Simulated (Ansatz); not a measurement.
Steps of a relaxation of BCl$_{3}$H$_{2}$O (`[OH2+][B-](Cl)(Cl)Cl`) with RKS PBE0-D4/def2-TZVP.

```sh
$ ansatz run in.yaml --threads 2 --pin off --events-out ev --progress --plain --max-ram 20480MiB --backend cuda --devices 0, --max-vram 18GiB
```

```yaml
crystal:
  periodic: [false, false, false]
  atoms:
    - {symbol: O, position_ang: [-0.209863, 0.464468, 0.953729]}
    - {symbol: B, position_ang: [-0.132289, -0.359049, -0.516895]}
    - {symbol: Cl, position_ang: [1.236457, -1.541313, -0.192636]}
    - {symbol: Cl, position_ang: [-1.750767, -1.094575, -0.770264]}
    - {symbol: Cl, position_ang: [0.309638, 1.003815, -1.667836]}
    - {symbol: H, position_ang: [0.550946, 0.079354, 1.450590]}
    - {symbol: H, position_ang: [0.057077, 1.379400, 0.697613]}
basis:
  gaussian: {orbitals: def2-TZVP}
hamiltonian: {xc: pbe0, dispersion: d4}
relax: {f_tol: 0.005, max_steps: 150}
```

Positions (Å) and forces (eV/Å) along the path, 7 of 7 steps:

```xyz
7
step=1 energy=-40314.5147 eV
O    -0.210    0.464    0.954    0.882    0.237   -0.169
B    -0.132   -0.359   -0.517    0.009    0.041    0.068
Cl    1.236   -1.541   -0.193   -0.268    0.192   -0.102
Cl   -1.751   -1.095   -0.770    0.320    0.137    0.036
Cl    0.310    1.004   -1.668   -0.095   -0.282    0.173
H     0.551    0.079    1.451   -0.581    0.249   -0.242
H     0.057    1.379    0.698   -0.267   -0.575    0.235
7
step=2 energy=-40314.5377 eV
O    -0.202    0.465    0.949    0.446    0.064   -0.178
B    -0.125   -0.355   -0.514    0.042    0.003   -0.021
Cl    1.231   -1.545   -0.214   -0.134    0.122   -0.004
Cl   -1.737   -1.087   -0.766    0.084    0.052    0.037
Cl    0.309    0.985   -1.681   -0.048   -0.113    0.132
H     0.538    0.089    1.464   -0.245    0.065   -0.058
H     0.048    1.380    0.717   -0.146   -0.193    0.091
7
step=3 energy=-40314.5459 eV
O    -0.188    0.457    0.926    0.024    0.003   -0.008
B    -0.117   -0.357   -0.524    0.027    0.080    0.121
Cl    1.228   -1.542   -0.217    0.027   -0.055   -0.039
Cl   -1.733   -1.076   -0.750   -0.063   -0.051   -0.049
Cl    0.309    0.981   -1.680    0.006    0.002   -0.072
H     0.524    0.091    1.472    0.020   -0.073    0.072
H     0.037    1.378    0.726   -0.042    0.094   -0.024
7
step=4 energy=-40314.5479 eV
O    -0.183    0.460    0.928    0.028   -0.004   -0.026
B    -0.115   -0.354   -0.520    0.028    0.023    0.022
Cl    1.226   -1.547   -0.230    0.031   -0.027    0.019
Cl   -1.730   -1.078   -0.754   -0.067   -0.023    0.002
Cl    0.308    0.971   -1.691    0.006    0.040   -0.019
H     0.521    0.094    1.485    0.000   -0.039    0.021
H     0.033    1.386    0.736   -0.026    0.031   -0.019
7
step=5 energy=-40314.5484 eV
O    -0.178    0.459    0.923   -0.006   -0.011   -0.016
B    -0.111   -0.353   -0.521   -0.020   -0.002    0.010
Cl    1.229   -1.550   -0.229   -0.003    0.001    0.001
Cl   -1.733   -1.076   -0.749    0.019    0.005   -0.003
Cl    0.309    0.974   -1.693   -0.002   -0.001    0.002
H     0.518    0.090    1.488    0.006    0.006    0.002
H     0.027    1.388    0.736    0.007    0.002    0.004
7
step=6 energy=-40314.5485 eV
O    -0.178    0.459    0.922    0.004    0.006    0.009
B    -0.113   -0.353   -0.519    0.006   -0.001   -0.007
Cl    1.228   -1.549   -0.228   -0.002    0.001    0.000
Cl   -1.732   -1.077   -0.751   -0.002   -0.001    0.000
Cl    0.309    0.974   -1.692   -0.001   -0.001    0.001
H     0.519    0.090    1.487   -0.002   -0.002   -0.001
H     0.028    1.388    0.735   -0.003   -0.001   -0.002
7
step=7 energy=-40314.5485 eV
O    -0.178    0.459    0.923    0.000   -0.001   -0.001
B    -0.112   -0.353   -0.519    0.000    0.000    0.000
Cl    1.228   -1.549   -0.228    0.000    0.000    0.000
Cl   -1.732   -1.077   -0.751    0.000    0.000    0.000
Cl    0.308    0.974   -1.692    0.000    0.000    0.000
H     0.520    0.090    1.487    0.000    0.001    0.000
H     0.028    1.388    0.735    0.001    0.000    0.001
```

Run time 7 s (2 threads of an AMD EPYC 7R13 on a shared host and a share of an NVIDIA H100 80 GB); peak host memory 0.85 GiB.
